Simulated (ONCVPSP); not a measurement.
# What one change does to a pseudopotential (zinc, ONCV)

```
Element                 : zinc (Zn)
Generator               : ONCVPSP 4.0.1
Type                    : optimised norm-conserving Vanderbilt (ONCV)
Functional              : PBE
Relativity              : scalar-relativistic
Frozen core             : [Ne]
Valence charge          : 20
Reference configuration : 3s2 3p6 3d10 4s2
Partial waves           : 3s+4s: rc 1.30 bohr, ncon 4, nbas 7, qcut 12.1 1/bohr, 2 projectors; 3p: rc 0.95 bohr, ncon 4, nbas 8, qcut 12.4 1/bohr, 2 projectors, debl 0.6 Ha; 3d: rc 1.20 bohr, ncon 4, nbas 9, qcut 14 1/bohr, 1 projector
Local potential         : polynomial inside 0.75 bohr (lpopt 5, dvloc0 3 Ha)
Core correction         : Teter function, fcfact 4.75, rcfact 1.5
```

In the p channel the program set the typed energies aside and used -3.065, 0.250 Ha.

Change: s: qcut 9.4.

Cutoffs: the cutoffs (Ha) at which the residual kinetic energy of the hardest occupied pseudo-wave falls to 1 and 0.1 mHa per electron; they do not see the model core or the augmentation charge, which bear on the density cutoff. Errors are all-electron minus pseudo energies relative to the spin-unpolarised reference configuration.

**Question.** How do hardness, ghosts and transferability respond?

**Answer.** The potential gets neither clearly harder nor softer (75 Ha and 83 Ha → 75 Ha and 83 Ha); the d channel sets the loose cutoff, while the largest relative change is in s, which becomes softer; of the 4 tests that both files solve, the error grows in 0 and shrinks in 1 by more than 15 % and 0.3 meV (median size 3.4 → 3.2 meV); neither file shows a bound ghost.

| quantity | base | changed |
| --- | --- | --- |
| cutoff, loose | 75 Ha | 75 Ha |
| cutoff, tight | 83 Ha | 83 Ha |
| loose cutoff by channel | s 39 Ha, p 51 Ha, d 75 Ha | s 18 Ha, p 51 Ha, d 75 Ha |
| bound ghosts | none | none |
| GHOST(+) flags under 300 eV | none | none |
| error for 3s2 3p6 3d10 4s1, meV [ΔE 9.89 eV] | -0.1 | -0.2 |
| error for 3s2 3p6 3d10 4s0, meV [ΔE 28.33 eV] | +1.8 | +1.3 |
| error for 3s2 3p6 3d9 4s0, meV [ΔE 68.86 eV] | -22 | -23 |
| error for 3s2 3p6 3d9 4s2 4p1, meV [ΔE 12.24 eV] | +5.0 | +5.1 |
| s: phases at 1.32 bohr within 0.05 rad from the reference energy up to (Ha; the scan ends near 5) | to the end of the scan | to the end of the scan |
| p: phases at 0.96 bohr within 0.05 rad from the reference energy up to (Ha; the scan ends near 5) | to the end of the scan | to the end of the scan |
| d: phases at 1.22 bohr within 0.05 rad from the reference energy up to (Ha; the scan ends near 5) | 2.4 | 2.4 |
| rms error of d²Exc/dni dnj with the model core, mHa | 2.21 | 2.27 |
